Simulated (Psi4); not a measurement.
Psi4 input (wB97X-D/6-311+G**):

```
memory 1500 MB

molecule {
1 1
N    -0.43055200   -1.45654900   -0.79288500
Si   -0.16695400   -0.07589100    0.08733400
O     0.56266000   -0.15630600    1.51652200
O    -1.35146400    0.95739900   -0.18406800
O     1.31149800    0.74531000   -0.64403700
H    -1.24373200   -1.56423300   -1.38096200
H     0.08669200   -2.31346800   -0.67376800
H     0.18891800   -0.56155600    2.30499400
H    -1.48846100    1.79472700    0.26808100
H     1.51097200    0.69193600   -1.59200700
H     2.11529300    0.83969400   -0.10614300
symmetry c1
no_reorient
no_com
}

set {
  basis 6-311+G**
  reference rks
  scf_type df
  df_basis_scf def2-universal-jkfit
  dft_radial_points 99
  dft_spherical_points 590
  e_convergence 1e-8
  d_convergence 1e-7
  maxiter 150
}

e = energy('wb97x-d')
print_out(f'\nFINAL {e:.10f} DIPOLE {variable("CURRENT DIPOLE")[0]:.6f} {variable("CURRENT DIPOLE")[1]:.6f} {variable("CURRENT DIPOLE")[2]:.6f}\n')
```

From the output:

```
      71A      0.780771    72A      0.824966    73A      0.860555
      74A      0.877252    75A      0.883380    76A      0.897656
      77A      0.957565    78A      0.971045    79A      0.988820
      80A      1.000789    81A      1.043624    82A      1.058775
      83A      1.081431    84A      1.116112    85A      1.146142
      86A      1.177877    87A      1.218320    88A      1.274405
      89A      1.308551    90A      1.338554    91A      1.359406
      92A      1.369683    93A      1.435713    94A      1.512649
      95A      1.524573    96A      1.548475    97A      1.557491
      98A      1.652892    99A      1.698869   100A      1.716773
     101A      1.788433   102A      1.857997   103A      1.903344
     104A      1.961170   105A      1.984572   106A      1.996202
     107A      2.022015   108A      2.243708   109A      2.310985
     110A      2.320287   111A      2.398194   112A      2.433855
     113A      2.461864   114A      2.472670   115A      2.613270
     116A      2.714283   117A      2.758864   118A      2.838990
     119A      2.860495   120A      2.900113   121A      2.920748
     122A      2.948418   123A      2.955492   124A      2.994498
     125A      3.011785   126A      3.026166   127A      3.083206
     128A      3.266253   129A      3.350019   130A      3.542473
     131A      3.678882   132A      3.745426   133A      3.758798
     134A      3.780215   135A      4.261982   136A      4.665363
     137A      4.801839   138A      4.896853   139A      4.905657
     140A      4.936361   141A      5.015437   142A      5.166312
     143A      5.410894   144A      5.442373   145A      5.479693
     146A      5.768405   147A     11.260965   148A     11.469207
     149A     11.509357   150A     35.526516   151A     49.766317
     152A     49.852681   153A     49.872765   154A    141.223400

    Final Occupation by Irrep:
              A
    DOCC [    25 ]
    NA   [    25 ]
    NB   [    25 ]

  @DF-RKS Final Energy:  -573.44190678337975

   => Energetics <=

    Nuclear Repulsion Energy =            276.9842566129930219
    One-Electron Energy =               -1331.3818443816285253
    Two-Electron Energy =                 520.5068806306633178
    DFT Exchange-Correlation Energy =     -39.5480351016458016
    Empirical Dispersion Energy =          -0.0031645437617191
    VV10 Nonlocal Energy =                  0.0000000000000000
    Total Energy =                       -573.4419067833797499

Computation Completed

Properties will be evaluated at   0.000000,   0.000000,   0.000000 [a0]

Properties computed using the SCF density matrix

 Multipole Moments:

 ------------------------------------------------------------------------------------
     Multipole            Electronic (a.u.)      Nuclear  (a.u.)        Total (a.u.)
 ------------------------------------------------------------------------------------

 L = 1.  Multiply by 2.5417464519 to convert [e a0] to [Debye]
 Dipole X            :          1.1178390            0.0000265            1.1178654
 Dipole Y            :          0.1064626            0.0000132            0.1064758
 Dipole Z            :         -0.2537237            0.0000227           -0.2537010
 Magnitude           :                                                    1.1512273

 ------------------------------------------------------------------------------------

FINAL -573.4419067834 DIPOLE 1.117865 0.106476 -0.253701

*** Psi4 exiting successfully. Buy a developer a beer!
```

The dipole moment of an ion depends on the origin.

The geometry given is a B3LYP-D3(BJ)/def2-TZVP minimum.
